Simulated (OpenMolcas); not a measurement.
**Mo4+: ligand-field states by method**

Mo4+ with 6 ligands (ammonia) in tetragonal octahedral coordination (Ci) at 2.16 Å, the axial distance 2.419 Å. Ligand basis ANO-RCC-VDZP.
```
Mo    0.0000    0.0000    0.0000
N     2.1600    0.0000    0.0000
H     2.5421    0.9457    0.0000
H     2.5421   -0.4729    0.8190
H     2.5421   -0.4729   -0.8190
N     0.0000    2.1600    0.0000
H     0.0000    2.5421    0.9457
H     0.8190    2.5421   -0.4729
H    -0.8190    2.5421   -0.4729
N    -2.1600    0.0000    0.0000
H    -2.5421   -0.9457    0.0000
H    -2.5421    0.4729   -0.8190
H    -2.5421    0.4729    0.8190
N     0.0000   -2.1600    0.0000
H     0.0000   -2.5421   -0.9457
H    -0.8190   -2.5421    0.4729
H     0.8190   -2.5421    0.4729
N     0.0000    0.0000    2.4192
H     0.9457    0.0000    2.8013
H    -0.4729    0.8190    2.8013
H    -0.4729   -0.8190    2.8013
N     0.0000    0.0000   -2.4192
H    -0.9457    0.0000   -2.8013
H     0.4729   -0.8190   -2.8013
H     0.4729    0.8190   -2.8013
```

* Program: OpenMolcas
* Basis: ANO-RCC-VDZP [6s5p3d1f]
* Scalar Hamiltonian: DKH2, point nucleus
* Active space: 2 electrons in 5 orbitals (4d)
* State averaging: 2S+1 = 3 even, 10 roots; 2S+1 = 1 even, 15 roots
* Spin-orbit coupling: state interaction with AMFI integrals over the reference wave functions

I. CASSCF
II. SS-CASPT2, IPEA 0.25 Eh, imaginary shift 0.1 Eh (closed shells correlated: 4s 4p and the ligand valence shells)
III. SS-CASPT2, IPEA 0.25 Eh, imaginary shift 0.1 Eh (closed shells correlated: the ligand valence shells only)

Spin-free states in cm-1, each column counted from its own energy of the first state listed:

```tsv
State	Degeneracy	I	II	III
2S+1 = 3	1	0	0	0
2S+1 = 3	1	694	770	710
2S+1 = 3	1	909	1020	960
2S+1 = 1	1	10563	8080	8720
2S+1 = 1	1	10713	8260	9050
2S+1 = 1	1	11484	8710	9460
2S+1 = 1	1	11721	9000	9730
2S+1 = 1	1	11877	9200	10020
2S+1 = 1	1	25498	20020	20500
2S+1 = 3	1	27169	31450	30580
2S+1 = 3	1	30887	33740	33280
2S+1 = 3	1	31060	33920	33470
2S+1 = 1	1	36454	38310	38120
2S+1 = 1	1	38174	39400	39500
2S+1 = 1	1	38407	39680	39770
2S+1 = 3	1	41921	44010	43590
2S+1 = 3	1	42093	44270	43830
2S+1 = 3	1	47717	49310	48920
2S+1 = 1	1	48972	50090	50000
2S+1 = 1	1	49218	50380	50280
```

From I to II, I's first state of the same spin (2S+1 = 3) moves from 694 to 770 cm-1, by about +75 cm-1.

From I to II, I's first state of another spin (2S+1 = 1) moves from 10563 to 8080 cm-1, by about -2500 cm-1.

χT at 300 K: I 0.51, II 0.53, III 0.52 cm3 K/mol.

Over all roots computed the reference weight is 0.68 to 0.69 in II, 0.70 to 0.72 in III; a low but even weight reflects the number of correlated electrons. The least metal-like active orbital is 70 % on the metal (Löwdin) and no ligand orbital is active, so the numbers are rough. Ligand-to-metal charge-transfer states are missing. With no ligand orbital active B as a rule stays too high, so bands that hang on it stand too high and its fall with covalency is understated. Without dynamic correlation the repulsion within the d shell is too large (B by tens of per cent), so at a given field states of lower spin stand too high (holds for I). With metal d orbitals alone the field can be off either way by tens of per cent (holds for I). With one d shell and no ligand orbital active, 10Dq can be off by a tenth or more (holds for II; III). The distance lies 4 % over the 2.07 Å that this model takes as the normal distance (a Shannon-type radius plus a fixed donor radius); by an R⁻⁵ law this alone changes a d-shell field by about -19 %. No measured value stands beside these numbers; the geometry is a model, was not optimised and need not be the one that this ion takes.
